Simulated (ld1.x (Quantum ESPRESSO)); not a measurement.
## Which change was made? (Co, TM)

| Property | Result |
| --- | --- |
| Element | Co (Z = 27) |
| Generator | ld1.x (Quantum ESPRESSO) 7.5 |
| Type | norm-conserving Troullier–Martins (Kleinman–Bylander form) |
| Functional | PBE |
| Relativity | scalar-relativistic |
| Frozen core | [Ar] |
| Valence charge | 9 |
| Reference configuration | 3d7 4s1.5 4p0 (charge +0.5) |
| Partial waves | 4s (bound): rc 2.30 bohr; 4p (bound, empty): rc 3.00 bohr; 3d (bound): rc 1.20 bohr |
| Local potential | the d channel |
| Core correction | none |

Cutoffs, loose and tight: the cutoffs (Ry, on a coarse ladder) from which the occupation-weighted sum of valence levels, in a spherical-Bessel basis at the reference potential, stays within 10 and 1 mRy of its value at 400 Ry. They do not see the model core or the augmentation charge, which bear on the density cutoff. Test errors are all-electron minus pseudo excitation energies from the reference, over the configurations 3d7 4s2 4p0; 3d7 4s1 4p0; 3d7 4s0 4p0; 3d7 4s0 4p2; 3d5 4s0 4p0; 3d8 4s1 4p0; 3d6 4s2 4p1; variants that change the core or the reference have their own tests. The largest error is taken over the tests solved by every variant that gives reliable tests at all, those not shown here included: 3d5 4s0 4p0; 3d7 4s0 4p0; 3d7 4s0 4p2; 3d7 4s1 4p0; 3d7 4s2 4p0.

The base gives: outcome: generated; cutoff, loose: 160 Ry; cutoff, tight: 260 Ry; bound ghosts: s, p; largest test error (meV): -374.

After one change the result is: outcome: generated; cutoff, loose: 110 Ry; cutoff, tight: 180 Ry; bound ghosts: s, p; largest test error (meV): -850. Which change was it?
A. core correction a·sin(br)/r model core inside 1.26 bohr
B. local potential all-electron potential smoothed inside 1.50 bohr (lloc = -1)
C. all radii scaled by about 1.27 (s 2.92, p 3.82, d 1.52 bohr)

C. The others give: core correction a·sin(br)/r model core inside 1.26 bohr → outcome: generated; cutoff, loose: 160 Ry; cutoff, tight: 260 Ry; bound ghosts: s, p; largest test error (meV): -1108 | local potential all-electron potential smoothed inside 1.50 bohr (lloc = -1) → outcome: generated; cutoff, loose: 160 Ry; cutoff, tight: 260 Ry; bound ghosts: s; largest test error (meV): -415.
